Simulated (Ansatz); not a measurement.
Relaxation of CH3NO2Si (8 atoms, charge 0, multiplicity 1), to a largest force component of 0.015 eV/Å in at most 40 steps.

These are results of Ansatz 0.2.0, RKS PBE-D4/def2-SVP, not measurements.

```xyz
8
Properties=species:S:1:pos:R:3
N -0.868 0.137 1.239
Si 0.292 -0.543 0.274
O 0.627 0.753 -0.844
C 0.462 -0.365 -1.442
O 0.271 -0.855 -2.552
H -1.706 0.427 0.625
H -0.533 1.085 1.544
H 1.548 -0.696 1.099
```

**Question.** Where does it end, and by what steps?

**Answer.** It converged. After 16 steps the energy has fallen by 1.270 eV; H7 moved furthest, 0.76 Å.

```
step  energy less start (eV)  largest force component (eV/Å)  accepted
   0                  0.0000                           5.584       yes
   1                 -0.8420                           1.999       yes
   2                 -1.1292                           0.474       yes
   3                 -1.1891                           0.741       yes
   4                 -1.1935                           1.654       yes
   5                 -1.2306                           0.580       yes
   6                 -1.2492                           0.359       yes
   7                 -1.2612                           0.262       yes
   8                 -1.2680                           0.051       yes
   9                 -1.2692                           0.051       yes
  10                 -1.2672                           0.409        no
  11                 -1.2696                           0.022       yes
  12                 -1.2694                           0.056        no
  13                 -1.2696                           0.032       yes
  14                 -1.2696                           0.034       yes
  15                 -1.2696                           0.041        no
  16                 -1.2697                           0.001       yes
```

```xyz
8
Properties=species:S:1:pos:R:3
N -0.896 0.347 1.148
Si 0.425 -0.236 0.237
O 0.984 0.672 -1.198
C 0.418 -0.516 -1.596
O 0.241 -0.983 -2.685
H -1.807 0.564 0.740
H -0.807 0.662 2.116
H 1.534 -0.567 1.182
```

The run took 2.1 min on 1 CPU thread of a shared host.
